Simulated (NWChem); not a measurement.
# GeH4; SMILES [GeH4]

Computed with NWChem. Geometry: optimised at PBE0/def2-SVP. Vertical excitations in the gas phase; the lowest state need not have the same character in each row.

```json
[
 {"level": "PBE/def2-SVP, full TDDFT", "lowest excitation, singlet (eV)": "9.08", "oscillator strength of that lowest state": "0.000", "orbital gap (eV)": "9.01"},
 {"level": "B3LYP/def2-SVP, full TDDFT", "lowest excitation, singlet (eV)": "9.39", "oscillator strength of that lowest state": "0.000", "orbital gap (eV)": "10.71"},
 {"level": "BHandHLYP/def2-SVP, full TDDFT", "lowest excitation, singlet (eV)": "[?]", "oscillator strength of that lowest state": "0.000", "orbital gap (eV)": "[?]"},
 {"level": "PBE0/def2-SVP, full TDDFT", "lowest excitation, singlet (eV)": "9.49", "oscillator strength of that lowest state": "0.000", "orbital gap (eV)": "11.18"}
]
```

Some entries are withheld; supply them.


- BHandHLYP/def2-SVP, full TDDFT, lowest excitation, singlet (eV): 9.85
- BHandHLYP/def2-SVP, full TDDFT, orbital gap (eV): 13.26
